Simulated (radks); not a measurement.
Results of a calculation; reference values are marked as such.
Spin polarisation of the 4d3 shell in the molybdenum ion Mo3+. Start: [Kr] 4d(up 1.5, down 1.5); electrons of 4d are moved from spin down to spin up, other shells keep equal spins. Code: a radial shooting solver on a logarithmic mesh with Libxc functionals. Model: scalar-relativistic Kohn-Sham, SCAN, spin-polarised, spherical densities, finite nucleus; meta-GGA in the generalised Kohn-Sham scheme; Fermi nuclear charge, rms radius of each element as measured or else 0.836 A^(1/3) + 0.57 fm.

moment (Bohr magnetons),E - E(0) (eV),e(4d up) (eV),e(4d down) (eV),4p down minus up (eV),4s down minus up (eV)
0,0.000,-32.638,-32.638,0.000,0.000
0.75,-0.167,-33.030,-32.200,0.740,0.663
1.5,-0.629,-33.381,-31.703,1.486,1.332
2.25,-1.416,-33.699,-31.116,2.247,2.013

At moment 2.25 the spin-polarisation energy is -1.416 eV and the 4d exchange splitting 2.583 eV, that is 1.148 eV per Bohr magneton; E = -I m^2/4 would give I = 1.119 eV.
